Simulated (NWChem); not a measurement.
InHOClF; SMILES [OH][In]([F])[Cl]

```xyz
5

In     0.0380     0.2878     0.0000
F      1.7763     1.1750     0.0000
Cl     0.0116    -2.0259     0.0000
O     -1.5922     1.4067     0.0000
H     -1.3602     2.3446     0.0000
```
Atoms are numbered in this order, from 1.

Results from NWChem. STO-3G and 3-21G are far too small for this property and stand as cheap habits. Structure relaxed at the PBE0/def2-SVP level. def2 effective core potentials on In; no spin-orbit coupling. Field at 589 nm.

```
level                                          isotropic polarisability (bohr³)  anisotropy (bohr³)
---------------------------------------------  --------------------------------  ------------------
B3LYP/STO-3G (all-electron, non-relativistic)                              25.1                21.4
B3LYP/def2-SVP (core potentials)                                           40.9                25.6
B3LYP/def2-SVPD (core potentials)                                           ___                 ___
```

Q: What belongs in the gaps?

A: 
- B3LYP/def2-SVPD (core potentials), isotropic polarisability (bohr³): 54.3
- B3LYP/def2-SVPD (core potentials), anisotropy (bohr³): 24.5
